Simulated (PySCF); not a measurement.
From one molecule to another.

First species: C4H7NO.
Structure used (GFN2-xTB), in Å, numbered top down from 1:
```
atom  x, y, z in Å
C1    -1.047   -0.919    0.435
C2    -0.124    0.298    0.274
C3     1.239   -0.130   -0.176
N4     2.218    0.007    0.593
C5    -0.764    1.246   -0.712
O6    -0.334    1.548   -1.787
H7    -0.656   -1.579    1.204
H8    -2.047   -0.600    0.721
H9    -1.111   -1.472   -0.500
H10   -0.035    0.810    1.238
H11    1.273   -0.549   -1.189
H12    3.116   -0.304    0.228
H13   -1.732    1.645   -0.347
```

Second species: C5H5NO2.
Atom-mapped SMILES: `[O-:1][n+:2]1[cH:3][cH:4][c:5]([OH:6])[cH:7][cH:8]1` (hydrogens: H9 on C3; H10 on C4; H11 on O6; H12 on C7; H13 on C8)

Levels: CAM-B3LYP/def2-SVPD for dipole moment, HOMO energy, LUMO energy, HOMO–LUMO gap, static isotropic polarisability and electronic spatial extent ⟨r²⟩ about the centre of nuclear charge; TDDFT CAM-B3LYP/def2-SVPD for lowest singlet excitation; TDA CAM-B3LYP/def2-SVPD for lowest triplet excitation (Tamm–Dancoff); GFN2-xTB for rotational constant A and rotational constant C. Geometries: GFN2-xTB. Each structure is a single optimised conformer of the isolated species, non-relativistic unless stated; the electronic structure was computed with PySCF and density fitting.

Dipoles, sizes and rotational constants follow the conformer. The torsions of the flexible species, by atom-mapped SMILES:
- `[H]/[N:4]=[CH:3]/[C@H:2]([CH3:1])[CH:5]=[O:6]`: C1–C2–C3–N4 -113°, C1–C2–C5–O6 -115°
- `[O-:1][n+:2]1[cH:3][cH:4][c:5]([OH:6])[cH:7][cH:8]1`: H–O6–C5–C4 180°

Task: Which has the higher S1 energy?

Result: The first: 4.34 eV against 4.08 eV, a difference of 0.26 eV.

Task: Which has the higher T1 energy?

Result: The first: 3.75 eV against 2.67 eV, a difference of 1.08 eV.

Task: Which has the higher LUMO energy?

Result: The first: 0.23 eV against -0.02 eV, a difference of 0.25 eV.

Task: Which has the higher rotational constant C?

Result: The first: 2.055 GHz against 1.239 GHz, a difference of 0.816 GHz.

Task: Which of the two has the higher HOMO–LUMO gap, and by how much?

Result: The first: 9.10 eV against 7.21 eV, a difference of 1.89 eV.

Task: Which of the two has the higher rotational constant A, and by how much?

Result: The second: 5.953 GHz against 4.791 GHz, a difference of 1.162 GHz.

Task: Which of the two has the higher static isotropic polarisability, and by how much?

Result: The second: 77.1 au against 58.6 au, a difference of 18.5 au.

Task: Which has the higher ⟨r²⟩?

Result: The second: 896 bohr² against 616 bohr², a difference of 280 bohr².

On the first: A dipole of 2.35 D is allowed in C1, and pure rotational transitions are dipole-allowed. The principal polarisabilities are 49.6, 58.8 and 67.4 au; their mean is the isotropic value.

On the second: The vertical singlet–triplet gap S1 − T1 is 1.41 eV (TDDFT singlet less Tamm–Dancoff triplet). A dipole of 4.94 D is allowed in Cs, and pure rotational transitions are dipole-allowed.
